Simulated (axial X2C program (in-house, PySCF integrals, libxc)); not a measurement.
## Working with the constants of SiSb

A bond curve at the PBE level, 2c, was computed with an in-house all-electron X2C program for linear molecules (integrals from PySCF) (basis Sb dyall-cv3z [11s12p8d4f1g], Si dyall-v3z [8s7p2d1f] (cores contracted in-house)) for the state Ω = 3/2 (⟨Sz⟩ = 0.50, ⟨Lz⟩ = 1.00 at PBE). Its fit gives Re = 2.4118 Å, ωe = 399.9 cm⁻¹, ωexe = 1.03 cm⁻¹ and αe = 4.945e-04 cm⁻¹; the masses are 120.9038 and 27.9769 u. Two-component means X2C with spin–orbit coupling and atomic mean-field Coulomb and Gaunt terms.

(1) Find the reduced mass, Be and the force constant.

(2) A Morse curve ties αe to the other constants (Pekeris). How well does that hold?

(3) Estimate the centrifugal constant by the Kratzer relation.

(4) Where do the fundamental and the first overtone lie?

(5) Estimate De from a Morse curve and compare with the computed well depth of 3.145 eV to Sb + Si.

One determinant describes the state; a PBE0 search over occupations chose it and may have missed a lower one. De is counted from the lowest determinant-based energies of the atoms at the same level, without counterpoise correction. Density functionals use the spin component along the axis (collinear). A 2c atom that is not at its ground J level misses part of its spin–orbit lowering, and De is too large by that part (0.04 eV or less for light atoms). This holds for PBE. PBE0 can misorder states that lie within some tenths of an eV, so this need not be the ground state of the molecule. The nearest other 2c determinant of the search, Ω = 1/2, lies 0.16 eV up at the distance of the search. Without a current term, density functionals place determinants with orbital angular momentum somewhat too high.

Answers

(1) From the PBE values: μ = 22.7196 u. Be = 16.8576/(μ Re²) = 0.1276 cm⁻¹. k = 5.8918×10⁻⁷ μ ωe² = 2.14 mdyn/Å.

(2) αe(Morse) = 6Be²/ωe × (√(ωexe/Be) − 1) = 4.496e-04 cm⁻¹; the PBE curve gives 4.945e-04 cm⁻¹, a ratio of 0.91.

(3) D = 4Be³/ωe² = 5.19e-08 cm⁻¹.

(4) ν(1←0) = ωe − 2ωexe = 397.8 cm⁻¹; ν(2←0) = 2ωe − 6ωexe = 793.6 cm⁻¹.

(5) De(Morse) = ωe²/(4ωexe) = 4.813 eV against 3.145 eV computed, a ratio of 1.53. The extrapolation overshoots: the well softens faster than a Morse curve, or the lowest atomic limit lies below the one to which the curve heads.
